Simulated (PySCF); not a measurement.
Ligand exchange on a metal centre used in film growth or etching (Nb F-NH2). Gas-phase values, no solvent. One relaxed conformer stands for each flexible species; it need not be the lowest.

All values below come from B3LYP-D3(BJ)/def2-TZVP // r2SCAN-D4/def2-SVP run with PySCF. B3LYP has the VWN-RPA correlation part, as in Gaussian. 

```
species                                HOMO (eV)  mean distance from the central atom to its bonded neighbours (Å)  coordination number  HOMO–LUMO gap (eV)
-------------------------------------  ---------  ----------------------------------------------------------------  -------------------  ------------------
0 of 5 F replaced by NH2 ([Nb(F)5])       -12.00                                                        (withheld)                    5                8.20
3 of 5 F replaced by NH2                   -6.85                                                             1.945                    5          (withheld)
4 of 5 F replaced by NH2                   -6.91                                                             1.979           (withheld)                5.47
5 of 5 F replaced by NH2 ([Nb(NH2)5])      -6.19                                                             2.012                    5          (withheld)
```

What belongs in the gaps?


- 0 of 5 F replaced by NH2 ([Nb(F)5]), mean distance from the central atom to its bonded neighbours (Å): 1.853
- 3 of 5 F replaced by NH2, HOMO–LUMO gap (eV): 4.40
- 4 of 5 F replaced by NH2, coordination number: 5
- 5 of 5 F replaced by NH2 ([Nb(NH2)5]), HOMO–LUMO gap (eV): 5.04
